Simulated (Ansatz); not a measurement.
Reaction: BGeH4F (SMILES F[BH][GeH3]) → BHF (SMILES [BH]F, doublet) + GeH3 (SMILES [GeH3], doublet) (the B-Ge bond breaks)
Each species at its own B3LYP-D3(BJ)/def2-TZVP minimum (Ansatz, a program for electronic structure).

Total energies in hartree (Ansatz). Open shells are spin-unrestricted; no spin-orbit coupling. Correlated methods leave the cores frozen (noble-gas shells, and filled d and f shells in the p block). No relativity.

```csv
species,HF/cc-pVTZ,CCSD(T)/cc-pVTZ,HF/cc-pVQZ,CCSD(T)/cc-pVQZ,CCSD(T)/cc-pVDZ,CCSDT(Q)/cc-pVDZ
1: BGeH4F (SMILES F[BH][GeH3]),-2201.93380,-2202.45588,-2201.94750,-2202.50524,-2202.23027,-2202.23191
"2: BHF (SMILES F[BH], doublet)",-124.73265,-125.08080,-124.74296,-125.11876,-124.95373,-124.95470
"3: GeH3 (SMILES [GeH3], doublet)",-2077.10825,-2077.24865,-2077.11207,-2077.25871,-2077.15285,-2077.15348
```

Q: Work out the bond dissociation energy (electronic) in kcal/mol: take Hartree-Fock from cc-pVQZ, extrapolate the CCSD(T) correlation energy as X^-3 (X = 3, 4), and add CCSDT(Q) - CCSD(T) in cc-pVDZ. 1 hartree = 627.51 kcal/mol.

A: 
Species 1: correlation (64·(-0.55774) - 27·(-0.52208))/37 = -0.58376; step -0.00164; E1 = -2201.94750 + (-0.58376) + (-0.00164) = -2202.53290
Species 2: correlation (64·(-0.37580) - 27·(-0.34815))/37 = -0.39598; step -0.00097; E2 = -124.74296 + (-0.39598) + (-0.00097) = -125.13991
Species 3: correlation (64·(-0.14664) - 27·(-0.14040))/37 = -0.15119; step -0.00063; E3 = -2077.11207 + (-0.15119) + (-0.00063) = -2077.26389
-1·E1 +1·E2 +1·E3 = 0.12910 hartree = 81.0 kcal/mol.
